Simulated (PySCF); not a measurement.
Species: C6H16N3P.
Bonds: C1–N2, N2–C3, N2–P4, P4–N5, N5–C6, N5–C7, C7–C8, C8–N9, N9–C10, P4–N9. Hydrogens: H11, H12, H13 on C1; H14, H15, H16 on C3; H17, H18, H19 on C6; H20, H21 on C7; H22, H23 on C8; H24, H25, H26 on C10.

Probes without a nucleus sit at each ring's centroid and 1 Å off its mean plane on both sides; NICS is minus the shielding there, NICSzz its component along the normal. Level: GIAO B97-2/pcSseg-1 (PySCF, non-relativistic, gas phase) on the PBE0-D3(BJ)/def2-SVP geometry, one conformer.

Ring bond lengths (Å): P4–N5 1.733, N5–C7 1.443, C7–C8 1.519, C8–N9 1.443, N9–P4 1.732.

Question: Give the NICS values of each ring in ppm.

Answer: 
| ring | type | NICS(0) | NICS(1), two faces | NICS(1)zz, two faces | rms pucker (Å) | centre to ring atoms, mean (Å) |
| --- | --- | --- | --- | --- | --- | --- |
| P4–N5–C7–C8–N9 | 5-membered ring with 2 N and P; formal bonds all single | -8.5 | -4.2 / -3.0 | -4.3 / -3.5 | 0.15 | 1.32 |

Question: What do they say, and how far can they be read as aromaticity?

Answer: 
- P4–N5–C7–C8–N9: mean NICS(1)zz -3.9 ppm, shielded. C7, C8 have four or more neighbours, and the NICS criterion for π rings isn't applied.

Question: Give the inner angles of the rings.

Answer: 
- P4–N5–C7–C8–N9: P4 88.7°, N5 114.1°, C7 105.1°, C8 104.0°, N9 114.1°; sum 526.1° against 540° for a flat convex ring.

Question: What are the shieldings of the ring atoms and their hydrogens in the same run (means over atoms taken as equivalent)?

Answer: 
```csv
atoms,environment,σ isotropic (ppm),"principal values of the symmetric part, first atom (ppm)"
P4,three-coordinate phosphorus,206.6,"120.0, 167.5, 332.1"
N5 (×2),nitrogen bonded to 2 C and P,201.0,"140.8, 224.9, 251.9"
C7 (×2),sp3 carbon bound to nitrogen,129.7,"102.7, 123.7, 160.4"
H20 (×4),methylene hydrogen,28.45,"24.2, 25.9, 35.5"
```

Question: How do the values depend on the level or the medium?

Answer: 
| level | NICS(0), P4–N5–C7–C8–N9 | mean NICS(1)zz, P4–N5–C7–C8–N9 |
| --- | --- | --- |
| B97-2/pcSseg-1, gas | -8.5 | -3.9 |
| PBE0/pcSseg-1, gas | -8.6 | -4.0 |
| PBE0/pcSseg-1, IEF-PCM cyclohexane | -8.7 | -4.0 |
| PBE0/pcSseg-1, IEF-PCM tetrahydrofuran | -8.7 | -4.0 |

The geometry is the same throughout; the continuum's cavity takes Bondi-type radii × 1.2.
